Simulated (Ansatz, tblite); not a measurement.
Removing and adding an electron: the cluster Li₂Al₄ (the lowest singlet isomer of a short search). Total charge 0; singlet. Geometry: r2SCAN-D4/def2-SVP. Ansatz, gas phase; energy differences of separate SCF runs; the oxidised species was run as a doublet alone; the reduced species was run as a doublet alone.

```xyz
6

Li    2.8280   -0.7015   -0.9652
Li   -0.6794   -0.8982    1.7522
Al    1.1141    1.0188    0.2515
Al   -2.1733   -0.1870   -0.6219
Al    0.1434   -0.9857   -1.1545
Al   -1.2329    1.7536    0.7379
```

The xTB rows come from tblite. The structure comes from a short search, and lower isomers may exist.

```tsv
level	−HOMO (eV)	vertical IE (eV)	−LUMO (eV)	vertical EA (eV)	HOMO–LUMO gap (eV)	IE − EA (eV)	remarks
GFN2-xTB	6.25	8.55	5.83	3.45	0.41	5.10	–
PBE-D4/def2-TZVP	3.75	5.69	2.68	–	1.07	–	–
r2SCAN-D4/def2-TZVP	3.85	5.67	2.61	–	1.24	–	restricted SCF unstable in HF (singlet)
PBE0-D4/def2-TZVP	4.36	5.66	2.12	–	2.24	–	restricted SCF unstable in HF (singlet)
```

Question: Estimate the rows for GFN1-xTB, PBE-D4/def2-TZVPD, r2SCAN-D4/def2-TZVPD, PBE0-D4/def2-TZVPD.

Answer: 
| level | −HOMO (eV) | vertical IE (eV) | −LUMO (eV) | vertical EA (eV) | HOMO–LUMO gap (eV) | IE − EA (eV) | remarks |
| --- | --- | --- | --- | --- | --- | --- | --- |
| GFN1-xTB | 8.01 | 9.75 | 7.55 | – | 0.46 | – | – |
| PBE-D4/def2-TZVPD | 3.74 | – | 2.67 | 1.01 | 1.07 | – | HOMO above zero (-1 doublet), restricted SCF unstable in HF (singlet) |
| r2SCAN-D4/def2-TZVPD | 3.84 | – | 2.60 | 1.04 | 1.24 | – | HOMO above zero (-1 doublet), restricted SCF unstable in HF (singlet) |
| PBE0-D4/def2-TZVPD | 4.35 | – | 2.11 | 0.98 | 2.23 | – | HOMO above zero (-1 doublet), restricted SCF unstable in HF (singlet) |

   A HOMO above zero means that the electron is unbound at that level or that self-interaction error raises the level; the energy of removing that electron tells which. Raw xTB energy differences between charge states are shifted by several eV; the methods need an empirical correction for them.
